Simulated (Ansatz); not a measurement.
Reaction (formal exchange of groups at a C–F bond): `FC(F)C(F)I` + `ClCBr` → `F[C@@H]([C@@H](Cl)Br)[C@@H](F)I` + H–F

Isolated molecules relaxed with PBE0-D4/def2-TZVP in Ansatz; ΔE leaves out vibrations. CCSD(T)/CBS adds triple-zeta CCSD(T) − MP2 to the extrapolated MP2 energy (def2 sets, frozen cores). This one scheme is used for every species. Functionals use def2-TZVPP. B3LYP here is the variant with VWN-RPA as its local correlation; programs differ in this. def2 core potentials past Kr. For Br, I outer-core shells are correlated without core-valence functions, which leaves a few kJ/mol of doubt a bond. Scalar relativity is left out up to krypton. One conformer a species, not always the lowest.

CCSD(T)/CBS gives -24.1 kJ/mol.

(1) Another level gave -18.1 kJ/mol. Which?
A. CCSD(T)/def2-TZVPP
B. ωB97X-V/def2-TZVPP
C. B3LYP/def2-TZVPP
D. ωB97M-V/def2-TZVPP

Largest T1 diagnostic among the species: 0.011.

Answers

(1) A. CCSD(T)/def2-TZVPP -18.1, ωB97M-V -8.6, B3LYP 16.3, ωB97X-V -4.0 kJ/mol.

The D4 term adds −22.6 kJ/mol with B3LYP and −12.7 kJ/mol with PBE0; it sums over pairs of atoms, weighted by their polarisabilities, and B3LYP, whose exchange is more repulsive, gets the larger term. In def2-TZVPP, CCSD(T) changes the Hartree–Fock value by −48.1 kJ/mol (the triples alone add −6.3 kJ/mol) and MP2 by −62.9 kJ/mol.

CCSD(T)/CBS has its own doubt, a few kJ/mol and more with outer-core shells, so smaller differences from it don't rank the levels.
